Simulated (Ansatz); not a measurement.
C₃H₈Si₂, SMILES `C=C=C[SiH2][SiH3]`. Total charge 0; spin multiplicity 1.

```xyz
13

C     1.651    2.016   -1.509
C     0.743    1.100   -1.343
C    -0.141    0.165   -1.149
Si    0.113   -1.168    0.131
Si   -1.441   -0.928    1.867
H     2.448    1.889   -2.233
H     1.630    2.935   -0.934
H    -1.058    0.181   -1.735
H     1.498   -1.067    0.659
H    -0.072   -2.507   -0.495
H    -1.240    0.371    2.564
H    -2.825   -0.958    1.318
H    -1.305   -2.029    2.860
```

Give the diagnostics of a CCSD(T)/def2-TZVPP run (frozen core, Ansatz 0.2.0). (Estimate.)

The calculation gave: T1 = 0.0131, largest single amplitude 0.020, largest double 0.022, (T) share of the correlation energy 4.3 %, 9 CCSD cycles. The RHF solution is stable towards an unrestricted one. T1 lies under the customary mark of 0.02 for closed shells.
